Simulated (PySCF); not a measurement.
Predicted microwave data (PBE0-D3(BJ)/def2-SVP geometry optimisation, gas phase in PySCF) for one isomer of C2H11OPSi2:

* Rotational constants: A = 2511, B = 1114, C = 837.6 MHz
* Dipole components: |μa| = 1.89 D, |μb| = 0.16 D, |μc| = 0.18 D
* Inertial defect: -51.64 u·Å²
* κ: -0.67

Question: Which structure is it? (One computed conformer of each.)
A. `[CH3:1][O:2][C@@H:3]([SiH3:4])[SiH2:5][PH2:6]` with C1–O2–C3–Si4 88°, O2–C3–Si5–P6 50°, C3–Si5–P6–H -171° and -77°
B. `[CH3:1][O:2][SiH2:3][PH:4][SiH2:5][CH3:6]` with C1–O2–Si3–P4 -57°, O2–Si3–P4–Si5 168°, Si3–P4–Si5–C6 44°
C. `[CH3:1][CH2:2][O:3][SiH2:4][PH:5][SiH3:6]` with C1–C2–O3–Si4 -94°, C2–O3–Si4–P5 157°, O3–Si4–P5–Si6 -31°

Answer: C. It is CCO[SiH2]P[SiH3], an asymmetric top, point group C1. The candidates at the same level (rigid rotor, commonest isotopes):

```csv
SMILES,A (MHz),B (MHz),C (MHz),μa (D),μb (D),μc (D),Δ (u·Å²),point group,rotor
CO[SiH2]P[SiH2]C,3693,861.2,757.0,0.59,0.58,0.20,-56.04,C1,near-prolate asymmetric top
CCO[SiH2]P[SiH3],2511,1114,837.6,1.89,0.16,0.18,-51.64,C1,asymmetric top
CO[C@@H]([SiH3])[SiH2]P,2575,1060,789.8,0.53,0.52,0.41,-33.12,C1,asymmetric top
```

`CO[C@@H]([SiH3])[SiH2]P` has C 6 % too low; `CO[SiH2]P[SiH2]C` has A 47 % too high. No structure here is proved a minimum.
